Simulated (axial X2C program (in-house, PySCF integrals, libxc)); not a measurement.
**YH⁺: cheaper levels and CCSD(T), two-component**

Calculated with an axial X2C code built on PySCF integrals. Two-component (2c) means X2C with spin–orbit coupling and atomic mean-field two-electron Coulomb and Gaunt terms. Basis: Y dyall-cv3z [11s12p9d6f3g], H dyall-v3z [6s2p1d] (cores contracted in-house); Gaussian nuclei, density fitting, unrestricted open shells. Masses: Y 88.906 u, H 1.008 u.

State: Ω = 1/2 (⟨Sz⟩ = 0.50, ⟨Lz⟩ = 0.00 at HF); fragments Y+ + H.

```json
{"level": "PBE0", "Re (Å)": "1.860", "ωe (cm⁻¹)": "1686.9"}
{"level": "HF", "Re (Å)": "1.882", "ωe (cm⁻¹)": "1706.4"}
{"level": "MP2", "Re (Å)": "1.854", "ωe (cm⁻¹)": "1717.8"}
{"level": "CCSD", "Re (Å)": "1.869", "ωe (cm⁻¹)": "1665.9"}
{"level": "PBEsol", "Re (Å)": "1.866", "ωe (cm⁻¹)": "1651.1"}
```

Correlated methods: 11 electrons correlated (number of frozen shells: Y 3 s, 2 p, 1 d; H none), 243 virtual spin orbitals or spinors in MP2, 90 natural virtuals in coupled cluster.

CCSD(T), same Hamiltonian and basis:

Re = 1.870 Å, ωe = 1656.1 cm⁻¹; T1 = 0.013 (Lee–Taylor normalisation).

Question: Give the differences from CCSD(T) in the columns below.

Answer: 

```csv
level,ΔRe (Å),Δωe (cm⁻¹)
PBE0,-0.010,31
HF,0.012,50
MP2,-0.016,62
CCSD,-0.001,10
PBEsol,-0.004,-5
```

One determinant describes the state; a PBE0 search over occupations chose it and may have missed a lower one. De is not given where an atomic determinant may have missed its ground term or J level, or where the truncated virtual space spoils (T). Density functionals use the spin component along the axis (collinear). Coupled cluster ran in a truncated set of natural virtual spinors; the MP2 energy of the rest was added. (T) has no such correction and the atoms are truncated less, which lowers De at CCSD(T) by a hundredth of an eV or more. Other states lie close and PBE0, whose exact exchange favours high spin, may order them wrongly; the determinant shown need not be the ground state. The nearest other 2c determinant of the search, Ω = 3/2, lies 0.42 eV up at the distance of the search.
